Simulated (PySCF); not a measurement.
# Electron correlation in V⁺ (vanadium, charge +1)

[Ar] 3d4, high-spin 5D determinant. Computed with PySCF 2.14 in def2-QZVPPD (11s6p5d3f2g, 93 functions), with no relativity, point nucleus. Frozen: [Ne]; 12 electrons correlated.

```csv
level,correlation energy (mhartree)
CCSD,-366.16
(T),-9.24
CCSD(T),-375.40
```

Diagnostics: T1 = 0.0081, D1 = 0.0202, largest double amplitude 0.021.

Cost of the coupled-cluster step: roughly 100 core-seconds, for 12 correlated electrons.

Iterations:

```
CC2 = 0
CCSD nocc = (np.int64(8), np.int64(4)), nmo = (88, 88)
frozen orbitals [[0, 1, 2, 3, 4], [0, 1, 2, 3, 4]]
max_cycle = 100
direct = 0
conv_tol = 1e-08
conv_tol_normt = 1e-06
diis_space = 8
diis_start_cycle = 0
Init t2, MP2 energy = -0.35445889192176
Init E_corr(UCCSD) = -0.354458891926721
cycle = 1  E_corr(UCCSD) = -0.360719140076296  dE = -0.00626024815  norm(t1,t2) = 0.0424171
cycle = 2  E_corr(UCCSD) = -0.365541194649379  dE = -0.00482205457  norm(t1,t2) = 0.0101068
cycle = 3  E_corr(UCCSD) = -0.365741657645252  dE = -0.000200462996  norm(t1,t2) = 0.00570665
cycle = 4  E_corr(UCCSD) = -0.366209893393552  dE = -0.000468235748  norm(t1,t2) = 0.00219245
cycle = 5  E_corr(UCCSD) = -0.366179662940089  dE = 3.02304535e-05  norm(t1,t2) = 0.000633556
cycle = 6  E_corr(UCCSD) = -0.366149061636587  dE = 3.06013035e-05  norm(t1,t2) = 0.000347539
cycle = 7  E_corr(UCCSD) = -0.366155179412248  dE = -6.11777566e-06  norm(t1,t2) = 0.00029253
cycle = 8  E_corr(UCCSD) = -0.366161444135387  dE = -6.26472314e-06  norm(t1,t2) = 0.000270629
cycle = 9  E_corr(UCCSD) = -0.366152025668756  dE = 9.41846663e-06  norm(t1,t2) = 0.000239923
cycle = 10  E_corr(UCCSD) = -0.366154764178269  dE = -2.73850951e-06  norm(t1,t2) = 0.000128793
cycle = 11  E_corr(UCCSD) = -0.366158115493481  dE = -3.35131521e-06  norm(t1,t2) = 4.56864e-05
cycle = 12  E_corr(UCCSD) = -0.3661577927537  dE = 3.22739781e-07  norm(t1,t2) = 8.54484e-06
cycle = 13  E_corr(UCCSD) = -0.366157725144897  dE = 6.76088034e-08  norm(t1,t2) = 3.10976e-06
cycle = 14  E_corr(UCCSD) = -0.366157637678989  dE = 8.74659078e-08  norm(t1,t2) = 1.24355e-06
cycle = 15  E_corr(UCCSD) = -0.366157643025631  dE = -5.34664241e-09  norm(t1,t2) = 4.83926e-07
UCCSD converged
E(UCCSD) = -943.0410867619371  E_corr = -0.3661576430256315
UCCSD(T) correction = -0.00923679641627582
```

This basis was not built for core-valence correlation, so the inner-shell part is incomplete.
